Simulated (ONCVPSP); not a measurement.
**promethium (Pm): variants of one ONCV potential**

Base potential:

ONCVPSP 4.0.1 input, shortened (lines: element, Z, core and valence counts, functional; n l f; lmax; l rc ep ncon nbas qcut; lloc lpopt rc5 dvloc0; l nproj debl; icmod fcfact rcfact), LDA (Perdew-Zunger), scalar-relativistic:

```
  Pm 61.00    9    4        3      upf
    1    0    2.00
    2    0    2.00
    2    1    6.00
    3    0    2.00
    3    1    6.00
    3    2   10.00
    4    0    2.00
    4    1    6.00
    4    2   10.00
    4    3    5.00
    5    0    2.00
    5    1    6.00
    6    0    2.00
    3
    0    2.35    0.00    5   10    4.90
    1    1.90    0.00    4    8    4.40
    2    2.15    0.02    3    7    4.70
    3    1.00    0.00    4    9   16.30
    4    4    0.65    0.00
    0    2    3.20
    1    2    3.20
    2    2    1.20
    3    1    1.40
    0    0.00    0.00
```

In the d channel the program set the typed energies aside and used 0.050, 1.250 Ha.

All-electron outer shells of the reference configuration (LDA (Perdew-Zunger), scalar-relativistic, ld1.x):

```tsv
shell	level (eV)	outermost node (bohr)	outermost maximum (bohr)
5s	-41.98	0.70	1.29
5p	-22.75	0.75	1.46
6s	-3.68	1.73	3.68
4f	-2.34	–	0.64
```

Cutoffs, loose and tight: the cutoffs (Ha) at which the residual kinetic energy of the hardest occupied pseudo-wave falls to 1 and 0.1 mHa per electron. They do not see the model core or the augmentation charge, which bear on the density cutoff. Test errors are all-electron minus pseudo excitation energies from the reference, over the configurations 4f5 5s2 5p6 6s1; 4f5 5s2 5p6 6s0; 4f4 5s2 5p6 6s0; 4f5 5s2 5p6 6s1.5. A dash means not determined; rows that change the core or the reference have their own tests.

A true bound ghost makes a file unfit for plane-wave use even where its test errors are small: the radial tests pick states by their node count and pass the ghost by.

| change | outcome | cutoff, loose | cutoff, tight | bound ghosts | GHOST(+) flags above zero | largest test error (meV) |
| --- | --- | --- | --- | --- | --- | --- |
| base | generated, projector energies reset by the program | 115 Ha | 132 Ha | s, p | s, d | tests left out (the all-electron energies of this program are off by 10 to 40 meV for near-neutral 4f atoms) |
| s: qcut 6.6 | generated, projector energies reset by the program | 115 Ha | 132 Ha | s, p | s, d | tests left out (the all-electron energies of this program are off by 10 to 40 meV for near-neutral 4f atoms) |
| f: rc 0.82 | generated, projector energies reset by the program | 175 Ha | 528 Ha | s, p | s, d | tests left out (the all-electron energies of this program are off by 10 to 40 meV for near-neutral 4f atoms) |
| reference 4f4 5s2 5p6 5d1 6s2; wave d scattering state at 0.02 Ha: rc 2.15 bohr, ncon 3, nbas 7, qcut 4.7 1/bohr, 2 projectors, debl 1.2 Ha becomes 5d: rc 2.15 bohr, ncon 3, nbas 7, qcut 4.7 1/bohr, 2 projectors, debl 1.2 Ha | generated | 115 Ha | 126 Ha | s, p | s, d | -88 over the solved tests; 2 of 4 tests not solved or not reliable |
| core [Kr] 4d10 5s2, valence charge 13; reference 4f5 5p6 6s2; waves now 6s: rc 3.50 bohr, ncon 4, nbas 7, qcut 1.6 1/bohr, 2 projectors, debl 1.4 Ha; 5p: rc 2.35 bohr, ncon 4, nbas 8, qcut 6.4 1/bohr, 2 projectors, debl 1 Ha; d scattering state at 0.39 Ha: rc 3.25 bohr, ncon 4, nbas 7, qcut 2.5 1/bohr, 2 projectors, debl 1.4 Ha; 4f: rc 1.10 bohr, ncon 4, nbas 8, qcut 18.3 1/bohr, 2 projectors, debl 3.3 Ha; local potential polynomial inside 1.00 bohr (lpopt 3, dvloc0 3 Ha) | generated, projector energies reset by the program | 123 Ha | 141 Ha | s | s, p, d | tests left out (the all-electron energies of this program are off by 10 to 40 meV for near-neutral 4f atoms) |
| local potential polynomial inside 0.65 bohr (lpopt 4, dvloc0 -3 Ha) | generated, projector energies reset by the program | 115 Ha | 132 Ha | s, p | s, d | tests left out (the all-electron energies of this program are off by 10 to 40 meV for near-neutral 4f atoms) |
| s: qcut 6.6; p: qcut 5.9; d: qcut 6.3; f: qcut 21.9 | generated, projector energies reset by the program | 167 Ha | 196 Ha | s, p | s, d | tests left out (the all-electron energies of this program are off by 10 to 40 meV for near-neutral 4f atoms) |
| s: qcut 6.2 | generated, projector energies reset by the program | 115 Ha | 132 Ha | s, p | s, d | tests left out (the all-electron energies of this program are off by 10 to 40 meV for near-neutral 4f atoms) |
| core correction Teter function, fcfact 4.75, rcfact 1.65 | generated, projector energies reset by the program | 115 Ha | 132 Ha | s, p | s, d | tests left out (the all-electron energies of this program are off by 10 to 40 meV for near-neutral 4f atoms) |
